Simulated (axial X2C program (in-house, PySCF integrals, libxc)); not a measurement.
**Outer orbitals of SiBr at 2.237 Å, PBE0**

Calculated with an axial X2C code built on PySCF integrals. Spin-free means the one-electron spin-free X2C Hamiltonian; two-component (2c) means X2C with spin–orbit coupling and atomic mean-field two-electron Coulomb and Gaunt terms, so the difference of the two also holds small scalar two-electron terms. Basis: Br dyall-cv3z [8s9p6d4f1g], Si dyall-v3z [8s7p2d1f] (cores contracted in-house); Gaussian nuclei, density fitting, unrestricted open shells. Masses: Br 78.918 u, Si 27.977 u.

The distance is close to the 2c PBE0 minimum; the highest filled and lowest empty levels are listed.

Spin-free orbitals, state M_S = 1/2, Λ = 1 (beyond evenly filled blocks: π+α) (Löwdin shares):

```csv
symmetry,occupied,ε (eV),atomic character
σα,yes,-22.60,"80% Br s, 8% Si p, 6% Si s"
σβ,yes,-22.52,"80% Br s, 8% Si p, 6% Si s"
σα,yes,-13.64,"56% Si s, 35% Br p, 5% Br s"
σβ,yes,-12.92,"48% Si s, 43% Br p, 5% Br s"
π+α,yes,-9.34,"83% Br p, 13% Si p, 3% Si d"
π-α,yes,-9.15,"85% Br p, 10% Si p, 4% Si d"
π-β,yes,-9.06,"88% Br p, 8% Si p, 4% Si d"
π+β,yes,-9.06,"88% Br p, 8% Si p, 4% Si d"
σα,yes,-8.98,"40% Br p, 29% Si p, 26% Si s"
σβ,yes,-8.53,"35% Si s, 32% Br p, 29% Si p"
π+α,yes,-5.24,"83% Si p, 12% Br p, 3% Br d"
π-α,no,-3.34,"86% Si p, 10% Br p, 3% Br d"
π-β,no,-2.37,"88% Si p, 7% Br p, 4% Br d"
π+β,no,-2.37,"88% Si p, 7% Br p, 4% Br d"
σα,no,-0.48,"57% Si p, 17% Si d, 11% Br p"
```

Spinors with spin–orbit coupling (state Ω = 1/2):

| ω | occupied | ε (eV) | atomic character | λ mixture |
| --- | --- | --- | --- | --- |
| -1/2 | yes | -22.61 | 80% Br s, 8% Si p, 6% Si s | 100% σ |
| 1/2 | yes | -22.54 | 80% Br s, 8% Si p, 6% Si s | 100% σ |
| -1/2 | yes | -13.64 | 56% Si s, 36% Br p, 5% Br s | 100% σ |
| 1/2 | yes | -12.92 | 48% Si s, 44% Br p, 5% Br s | 100% σ |
| 1/2 | yes | -9.50 | 82% Br p, 12% Si p, 3% Si d | 98% π, 2% σ |
| -1/2 | yes | -9.30 | 78% Br p, 11% Si p, 6% Si s | 80% π, 20% σ |
| -3/2 | yes | -9.01 | 84% Br p, 11% Si p, 4% Si d | 100% π |
| 3/2 | yes | -8.92 | 87% Br p, 8% Si p, 4% Si d | 100% π |
| -1/2 | yes | -8.89 | 50% Br p, 25% Si p, 20% Si s | 80% σ, 20% π |
| 1/2 | yes | -8.51 | 34% Si s, 33% Br p, 29% Si p | 98% σ, 2% π |
| 1/2 | yes | -5.26 | 84% Si p, 11% Br p, 3% Br d | 100% π |
| -3/2 | no | -3.30 | 85% Si p, 10% Br p, 3% Br d | 100% π |
| -1/2 | no | -2.37 | 88% Si p, 7% Br p, 4% Br d | 100% π |
| 3/2 | no | -2.33 | 88% Si p, 8% Br p, 4% Br d | 100% π |
| -1/2 | no | -0.47 | 57% Si p, 17% Si d, 11% Br p | 100% σ |

Task: How does the gap between the highest filled and lowest empty level change from the spin-free to the 2c table?

Result: From 1.90 to 1.96 eV at PBE0, a change of 0.06 eV.

Mulliken charges and populations of the two-component result (they depend on the basis, above all on diffuse functions):

Br -0.13 e (s 7.94 p 17.14 d 10.04), Si 0.13 e (s 5.95 p 7.78 d 0.12 f 0.02). ⟨Lz⟩ = 1.00 ħ and ⟨Sz⟩ = -0.50 ħ (0.00 and -0.50 on the two atoms), which add up to Ω.

Occupations by symmetry block were frozen at the best pattern of an incomplete PBE0 search. Density functionals use the spin component along the axis (collinear). The functionals have no current-density term, which raises determinants with orbital currents, atoms included.
